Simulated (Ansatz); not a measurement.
Reaction (formal hydrolysis of the Al–S bond): `[OH][Al]([SH])[O][SiH3]` + H₂O → `[OH][Al]([OH])[O][SiH3]` + H₂S

Calculated with Ansatz (gas phase, PBE0-D4/def2-TZVP geometries, no zero-point term in ΔE). CCSD(T)/CBS is the MP2 limit (def2-TZVPP, def2-QZVPP) plus CCSD(T) − MP2 in def2-TZVPP, frozen cores. This one scheme is used for every species. DFT in def2-TZVPP. B3LYP here is the variant with VWN-RPA as its local correlation; programs differ in this. One conformer a species, not always the lowest.

`[OH][Al]([SH])[O][SiH3]`:

```xyz
10

O    -0.576    2.436   -0.352
Al    0.208    0.997   -0.740
S     1.533    0.866   -2.457
O    -0.044   -0.351    0.217
Si   -0.503   -1.434    1.338
H    -0.486    3.248   -0.847
H     1.801   -0.429   -2.218
H    -1.907   -1.859    1.094
H    -0.404   -0.846    2.700
H     0.380   -2.628    1.266
```

H₂O:

Z-matrix (Å, degrees):
```
O
H 1 0.960
H 1 0.960 2 105.1
```

`[OH][Al]([OH])[O][SiH3]`:

```xyz
10

O     0.788    2.183    0.657
Al    1.054    0.573    0.234
O     2.632   -0.025    0.186
O    -0.264   -0.396   -0.129
Si   -1.781   -0.917   -0.382
H     1.507    2.775    0.871
H     2.839   -0.928   -0.048
H    -2.523   -0.994    0.905
H    -1.745   -2.272   -0.993
H    -2.506    0.001   -1.301
```

H₂S:

```xyz
3

S     0.146    0.544    0.258
H     0.564   -0.716    0.447
H    -0.710    0.173   -0.705
```

```json
{"level": "PBE-D4", "ΔE (kJ/mol)": "-14.6"}
{"level": "B3LYP", "ΔE (kJ/mol)": "-29.3"}
{"level": "HF/def2-TZVPP", "ΔE (kJ/mol)": "-30.6"}
{"level": "MP2/def2-QZVPP", "ΔE (kJ/mol)": "-21.0"}
```

What does CCSD(T)/CBS give? (Best estimate.)

Ansatz gave: -20.2 kJ/mol. The listed levels differ from it by 5.6, -9.1, -10.4, -0.8 kJ/mol.

Largest T1 diagnostic among the species: 0.012.

The D4 term adds +4.1 kJ/mol with B3LYP and +2.4 kJ/mol with PBE0; it sums over pairs of atoms, weighted by their polarisabilities, and B3LYP, whose exchange is more repulsive, gets the larger term. In def2-TZVPP, CCSD(T) changes the Hartree–Fock value by +6.2 kJ/mol (the triples alone add +2.2 kJ/mol) and MP2 by +7.5 kJ/mol.
